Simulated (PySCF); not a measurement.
A GIAO shielding run with PySCF 2.14.0 with density-fitted response routines (density fitting, non-relativistic, gas phase) on SMILES C([C@@H](CCC#N)[SiH3])(F)(F)F, C$_{5}$H$_{8}$F$_{3}$NSi:

```
$ OMP_NUM_THREADS=1 python probes_run.py task.json out

{"job": {"kind": "nmr", "xc": "PBE0", "basis": "pcSseg-1"}, "charge": 0, "multiplicity": 1}
N      2.789397     0.741410     1.879134
C      2.461095     0.278541     0.887061
C      2.011866    -0.284678    -0.360700
C      0.640792     0.290148    -0.753646
C     -0.458023     0.037191     0.283606
Si    -1.929966     1.258910     0.072785
C     -0.994765    -1.361533     0.184744
F     -1.565657    -1.609573    -1.009940
F     -1.941251    -1.605616     1.107023
F     -0.072517    -2.330937     0.348710
H      1.970782    -1.371294    -0.254231
H      2.748269    -0.043227    -1.132690
H      0.748405     1.368997    -0.890778
H      0.338024    -0.137199    -1.712198
H     -0.041024     0.137976     1.290197
H     -2.973766     0.913696     1.028293
H     -1.351270     2.575229     0.331036
H     -2.389150     1.148277    -1.310062
```

Hardware: 1 thread of an Arm Neoverse N1, shared host. The job also computes population analyses, field gradients.

(1) How large is the calculation?

(2) How long does it take, and how much memory does it need?

## Answers

(1) 86 electrons, 217 basis functions and 1143 auxiliary functions.

(2) 81 s of wall time, with 14 SCF cycles and 5 response iterations; peak memory 0.97 GiB. Times on a shared host scatter by some tens of per cent.
